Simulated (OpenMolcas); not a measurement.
**Os5+: moving or changing the point charges**

Os5+ among 4 point charges of -1.5 e arranged as a square (D4h), 2.19 Å from the ion.

| Item | Value |
| --- | --- |
| Program | OpenMolcas |
| Method | CASSCF |
| Basis | ANO-RCC-VDZP [7s6p4d2f1g] |
| Scalar Hamiltonian | DKH2, point nucleus |
| Active space | 3 electrons in 5 orbitals (5d) |
| State averaging | 2S+1 = 4 even, 10 roots; 2S+1 = 2 even, 40 roots |
| Spin-orbit coupling | RASSI with atomic mean-field integrals over the reference wave functions |

Runs around this geometry, states (labels of D4, the rotations of D4h). Energies in cm-1 above the lowest state or level, χT in cm3 K/mol.

| R (Å) | q (e) | Ground state | First state of that spin | First gap with spin-orbit (degeneracies) | χT at 300 K | First state of another spin |
| --- | --- | --- | --- | --- | --- | --- |
| 2.19 | -1.2 | 4E | 4A2 662.6 | 2786 (2, 2) | 0.084 | 2E 14709 |
| 2.04 | -1.5 | 4A2 | 4E 2055 | 3445 (2, 2) | 0.103 | 2A2 13933 |
| 2.19 | -1.5 | 4A2 | 4E 547.7 | 3205 (2, 2) | 0.090 | 2A2 14004 |
| 2.4 | -1.5 | 4E | 4A2 736.7 | 2717 (2, 2) | 0.083 | 2E 14845 |

The ground state changes within this set.

Without dynamic correlation the repulsion within the d shell is too large (B by tens of per cent), so at a given field states of lower spin stand too high. Spin-orbit coupling mixes the spin-free states strongly: the lowest level takes only 49 % from its leading state, 4E (figures for R = 2.19, q = -1.2; the like holds for R = 2.04, q = -1.5, R = 2.19, q = -1.5, R = 2.4, q = -1.5). The ground term spreads over less than 5000 cm-1, several times less than with real ligands, so orbital moments are less quenched and χT lies further from the spin-only value than at real sites (holds for R = 2.19, q = -1.2; R = 2.4, q = -1.5). An orbital doublet at a regular site is open to a Jahn-Teller distortion, which this geometry leaves out (holds for R = 2.4, q = -1.5). Point charges carry no covalency, so the field is a model and not that of real ligands. An unlabelled pair can be two single states that coincide in this model. No measured value stands beside these numbers.
